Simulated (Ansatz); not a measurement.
`O[Si](O)([SiH3])Cl` → `O[SiH3]` + `O[Si]Cl` at 600 K and 1 bar (silylene formation by 1,1-elimination).

Program: Ansatz. Geometries: PBE0-D4/def2-TZVP. ΔE: electronic, gas phase. CCSD(T)/CBS is the MP2 limit (def2-TZVPP, def2-QZVPP) plus CCSD(T) − MP2 in def2-TZVPP, frozen cores. This one scheme is used for every species. One conformer a species, not always the lowest.

```tsv
species	CCSD(T)/CBS energy (Eh)	H − E (kJ/mol)	S (J/(mol·K))
`O[Si](O)([SiH3])Cl`	-1191.44915	217.6	486.3
`O[SiH3]`	-366.69042	135.7	307.9
`O[Si]Cl`	-824.69782	72.4	323.1
```

H − E and S are ideal-gas, rigid-rotor, harmonic terms from PBE0-D4/def2-TZVP, for one conformer and one mirror image of each species. 1 Eh = 2625.50 kJ/mol, R = 8.31446 J/(mol·K).

Task: By hand: ΔE, ΔH, ΔS and ΔG.

Result: ΔE = (-366.69042) + (-824.69782) − (-1191.44915) = 0.06091 Eh = 159.9 kJ/mol. Δ(H − E) = 135.7 + 72.4 − 217.6 = -9.5, so ΔH = 150.4 kJ/mol. ΔS = 307.9 + 323.1 − 486.3 = 144.7 J/(mol·K). ΔG = 150.4 − 600 × (144.7)/1000 = 63.6 kJ/mol.

Task: By hand: the equilibrium constant, and the temperature at which ΔG would vanish if ΔH and ΔS stayed fixed.

Result: log₁₀ K = −ΔG/(RT ln 10) = -5.5. ΔG = 0 at ΔH/ΔS = 1039 K.

The number of gas molecules changes by +1, which sets the sign of ΔS. A doubt of 5 kJ/mol in ΔE shifts log₁₀ K by 0.4 here. Other conformers and mirror images would add mixing entropy, several J/(mol·K) or more a flexible species. These are equilibria of isolated gas molecules and say nothing of rates. Largest T1 diagnostic: 0.014 (customary marks: 0.02 for closed shells, 0.045 for open ones).
